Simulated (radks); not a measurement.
Problem. Successive ionisation energies (eV) of one element, from differences of total energies of ions in their ground configurations, starting at charge 22: 989.23, 1040.3, 2554.3, 2685.4, 2815.7, 2995.0, 3135.2, 3273.9, 3506.0, 3642.4, 15388.7, 15975.8. All-electron calculation, scalar-relativistic Kohn-Sham, BLYP, spin-polarised, spherical densities, finite nucleus; open shells are filled with parallel spins first; Fermi nuclear charge, rms radius 4.14 fm. Program: a radial shooting solver on a logarithmic mesh with Libxc functionals. Which element is it?

Solution. Selenium (Z = 34). The first species listed is Se22+ in [Ne] 3s2, the last Se33+ in 1s1.
